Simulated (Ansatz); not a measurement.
The cluster Si3W3. Charge 0, multiplicity 3. Geometry PBE-D4/def2-SVPD, that of the charge -1 doublet; atoms count from 1.

```xyz
6

W     0.540    0.360    1.319
W    -1.561    0.202   -1.199
W    -0.114   -1.331   -0.201
Si    2.378   -0.540    0.010
Si   -1.982    0.247    1.154
Si    0.739    1.063   -1.082
```

In the def2 sets W takes a core potential; there is no spin–orbit coupling. The charge 0 triplet is spin-contaminated (final ⟨S²⟩ up to 2.23, 2.00 for a pure state). At PBE0-D4/def2-TZVPD a singlet of charge 0 lies 0.12 eV below the triplet at the same geometry. The structure comes from a short search, and lower isomers may exist.

Problem. Estimate the Mulliken populations from the PBE0/def2-TZVPD orbitals of Ansatz.

Solution. 
```csv
atom,charge (e),spin (α − β),d electrons
W1,0.34,1.25,4.55
W2,0.21,1.95,4.60
W3,0.34,-0.60,4.51
Si4,-0.32,-0.06,–
Si5,-0.40,-0.30,–
Si6,-0.17,-0.24,–
```
Mulliken values depend strongly on the basis. With diffuse functions, as here, like atoms can get unlike values, and bond orders can come out too low or too high.

Problem. Where does the spin sit?

Solution. Summed by element: W 2.60, Si -0.60, of 2 unpaired in all. Largest on single atoms: W2 1.95, W1 1.25, W3 -0.60.

Problem. And the Mayer bond orders between heavy atoms (over 0.3)?

Solution. W1–W2 0.47 (3.28 Å); W1–W3 2.13 (2.37 Å); W1–Si4 1.12 (2.43 Å); W1–Si5 0.88 (2.53 Å); W1–Si6 1.03 (2.51 Å); W2–W3 2.18 (2.33 Å); W2–Si5 1.44 (2.39 Å); W2–Si6 1.05 (2.46 Å); W3–Si4 0.77 (2.62 Å); W3–Si5 0.50 (2.80 Å); W3–Si6 0.52 (2.69 Å); Si4–Si6 0.60 (2.54 Å).
